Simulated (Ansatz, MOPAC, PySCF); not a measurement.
Molecule: SbF2, charge 1, multiplicity 1. SMILES: [F][Sb+][F]
Geometry: optimised at B3LYP-D3(BJ)/def2-TZVP (Ansatz, a first-principles code).

Unscaled harmonic wavenumbers (cm⁻¹) in rising order, each level at the stationary point that it reaches from this structure (no distance between atoms moves by over 0.3 Å); the order of modes can differ between levels, and a negative number is imaginary. B3LYP-D3(BJ)/def2-TZVP (PySCF, at the structure above): 223, 710, 721.

PM3 (MOPAC): 225, 757, 780. Zero-point energy 2.5 against 2.4 kcal/mol; where all levels lie over 400 cm⁻¹, the wavenumbers are on average 1.074 times those of B3LYP-D3(BJ)/def2-TZVP.

B3LYP/6-31G* with LANL2DZ past Ar (Ansatz): 224, 704, 709. Zero-point energy 2.3 against 2.4 kcal/mol; where all levels lie over 400 cm⁻¹, the wavenumbers are on average 0.987 times those of B3LYP-D3(BJ)/def2-TZVP.
